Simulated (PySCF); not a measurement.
Spectrum to structure. The calculation used PySCF, TDDFT B3LYP/def2-SVPD, vertical, gas phase, core orbitals frozen in the response. Geometries: PBE0-D3(BJ)/def2-SVP, one conformer each. Relativistic effects are left out although some hold elements past zinc.

```
state  E (eV)       f  main configurations (H = HOMO, L = LUMO)
   S1    5.99  0.0040                                 H→L (98%)
   S2    6.33  0.0006                               H-1→L (98%)
   S3    7.18   0.020                               H→L+1 (99%)
   S4    7.54   0.044                             H-1→L+1 (98%)
   S5    7.74  0.0023                               H-2→L (98%)
   S6    8.20   0.028                               H→L+2 (98%)
   S7    8.33   0.031                               H-3→L (94%)
   S8    8.36   0.011                               H→L+3 (95%)
   S9    8.48  0.0083                               H→L+4 (96%)
  S10    8.60   0.012              H-1→L+2 (62%), H-2→L+1 (30%)
```

Triplets computed (Tamm–Dancoff): 5.52, 5.88, 7.09, 7.41 eV.

Orbital energies (eV): HOMO-3 -9.88, HOMO-2 -9.39, HOMO-1 -8.27, HOMO -7.90, LUMO -0.50, LUMO+1 0.16, LUMO+2 1.18.

Problem. Which candidate is it?
A. `C#C/C=C\CCl`
B. `C[C@@H]1CC[Se]C1`
C. `CCB(C)C`
D. `C=CC#CCCl`

Solution. C. Its S1, at 5.99 eV, is the highest among the candidates; the nearest of the others has S1 at 5.07 eV. S1 is HOMO→LUMO (98%). Löwdin shares by element: HOMO carbon 48% or more, boron 23% (atoms not listed hold the other 29%); LUMO boron 40%, carbon 32% or more (atoms not listed hold the other 28%). At the same level the other candidates give, for their lowest levels:
- `C#C/C=C\CCl`: 5.04 eV (f 0.025); 5.23 eV (f 0.290); 5.71 eV (f 0.003); 5.89 eV (f 0.006); 5.97 eV (f 0.006); HOMO -7.11, LUMO -1.65 eV
- `C=CC#CCCl`: 5.07 eV (f 0.000); 5.21 eV (f 0.000); 5.36 eV (f 0.220); 6.26 eV (f 0.000); 6.47 eV (f 0.286); HOMO -6.95, LUMO -1.32 eV
- `C[C@@H]1CC[Se]C1`: 4.31 eV (f 0.000); 5.17 eV (f 0.006); 5.36 eV (f 0.039); 5.65 eV (f 0.020); 6.02 eV (f 0.000); T1 3.91 eV; HOMO -5.68, LUMO -0.19 eV
